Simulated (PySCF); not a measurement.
Vertical excitations of a molecule CH3FO3Si from TDDFT-M06-2X/def2-SVPD (PySCF), as energy in eV (oscillator strength): 5.56 (0.001), 8.16 (0.007), 8.37 (0.095), 8.89 (0.056), 9.38 (0.080), 9.42 (0.018), 9.68 (0.020), 9.81 (0.030), 9.85 (0.030), 9.89 (0.082). Lowest triplet (TDA): 5.18 eV. Coordinates come from a ωB97X-D3(BJ)/def2-SVP optimisation. Other conformers were not sampled.

**Question.** Which structure fits?
A. O=CO[Si@@H](O)F
B. O=C[Si](O)(O)F
C. O=C(O)[Si@H](O)F
D. O[Si]1(F)OCO1

**Answer.** A, O=CO[Si@@H](O)F
